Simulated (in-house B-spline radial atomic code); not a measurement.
Results of a calculation; reference values are marked as such.
# How size changes two electrons in a hard-walled Si dot with a donor at its centre

For Si the NSM archive of the Ioffe Institute lists m_l = 0.98 m0, m_t = 0.19 m0 and ε = 11.7; the model takes one isotropic valley with the conductivity mass 3/(1/m_l + 2/m_t) = 0.26 m0, and so misses anisotropy and the other valleys. All triplets below are those of one valley; with several valleys two electrons can form a triplet in the 1s orbital itself, at an energy set by the valley splitting. Real donors also feel a central-cell potential, which shifts the ground state.

Effective-mass model with parabolic bands, a uniform dielectric constant, no image charges, no central-cell or spin-orbit terms. Two-electron levels come from full CI in B-splines with partial waves to l = 5 (up to 0.001 effective hartree above the limit).

Ha* = 51.68 meV, a* = 2.381 nm.

```
R (nm)  s-p spacing (meV)  J_ss (meV)  charging energy, CI (meV)  gap to the lowest triplet, CI (meV)  leading natural occupation
   3.1                187        77.8                       74.3                                  165                       1.991
  4.14                111        60.5                       56.9                                 94.4                       1.986
  5.12                 78        51.1                       47.3                                 63.7                       1.981
  6.67               51.7        42.4                       38.3                                 39.6                       1.974
   8.5               37.1        37.1                       32.4                                 26.2                       1.966
  11.4               27.1        33.6                       27.9                                 16.6                       1.955
  14.5               22.8        32.6                       25.9                                 11.7                       1.943
  18.1               20.7        32.3                         25                                  8.6                       1.929
  21.9               19.9        32.3                       24.7                                 6.24                       1.915
  25.7               19.6        32.3                       24.5                                 4.72                       1.905
```

(1) With what end-to-end powers of R do the columns change between the first and last rows?

(2) Where does repulsion overtake the orbital spacing, and what happens to the ratio of triplet gap to spacing?

Results:

(1) Spacing -1.07, J_ss -0.42, charging energy -0.52, triplet gap -1.68. In large dots the donor takes over: the spacing tends to 3/8 Ha* = 19.4 meV and the triplet gap to the binding of the second electron, 0.0278 Ha* = 1.43 meV, which it nears slowly.

(2) J_ss passes the spacing between R = 8.5 and 11.4 nm. The ratio goes from 0.88 to 0.24, while the leading occupation goes from 1.991 to 1.905. The lowest triplet changes from sp to ss between 18.1 and 21.9 nm.
